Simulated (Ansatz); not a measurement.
A structure relaxed at PBE0-D4/def2-TZVP, charge 0, multiplicity 1:

Cartesian coordinates in Å:
```
C 0.040 -0.816 -0.999
O 0.419 0.323 -0.281
Al 0.043 1.072 1.164
F -1.087 0.408 2.164
H 0.909 -1.459 -1.165
H -0.726 -1.402 -0.478
H -0.357 -0.525 -1.976
H 0.759 2.399 1.571
```

Task: Give its formula and SMILES.

Result: CH4AlFO, `C[O][AlH][F]`.

Task: Point group (tolerance 0.08 Å, 0.16 Å for H)?

Result: Cs.

Task: Summarise the bond lengths by kind.

Result: 1 × C–O 1.399 Å; 3 × C–H 1.094 to 1.096 Å; 1 × Al–O 1.670 Å; 1 × Al–F 1.649 Å; 1 × Al–H 1.562 Å.

Results of the Gaussian-basis code of Ansatz.
